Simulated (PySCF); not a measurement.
Precursor series Ti Cl-H. All species are isolated molecules in the gas phase.

The HOMO from two functionals at the same geometries (r2SCAN-D4/def2-SVP), both in PySCF: PBE-D3(BJ)/def2-TZVP and TPSSh-D3(BJ)/def2-TZVP. 

```json
[
 {"species": "0 of 4 Cl replaced by H", "PBE-D3(BJ)/def2-TZVP (eV)": "-8.26", "TPSSh-D3(BJ)/def2-TZVP (eV)": "-8.92"},
 {"species": "1 of 4 Cl replaced by H ([Ti(Cl)3(H)])", "PBE-D3(BJ)/def2-TZVP (eV)": "-8.05", "TPSSh-D3(BJ)/def2-TZVP (eV)": "-8.96"},
 {"species": "2 of 4 Cl replaced by H ([Ti(Cl)2(H)2])", "PBE-D3(BJ)/def2-TZVP (eV)": "-7.72", "TPSSh-D3(BJ)/def2-TZVP (eV)": "-8.63"},
 {"species": "3 of 4 Cl replaced by H ([Ti(Cl)(H)3])", "PBE-D3(BJ)/def2-TZVP (eV)": "-7.55", "TPSSh-D3(BJ)/def2-TZVP (eV)": "-8.41"},
 {"species": "4 of 4 Cl replaced by H", "PBE-D3(BJ)/def2-TZVP (eV)": "-7.43", "TPSSh-D3(BJ)/def2-TZVP (eV)": "-8.24"}
]
```

Over these rows, drawn at random from the members with no instability flagged (it was tested for open shells, ions and some series alone), PBE minus TPSSh-D3(BJ): mean +0.83 eV, from +0.67 eV to +0.91 eV.
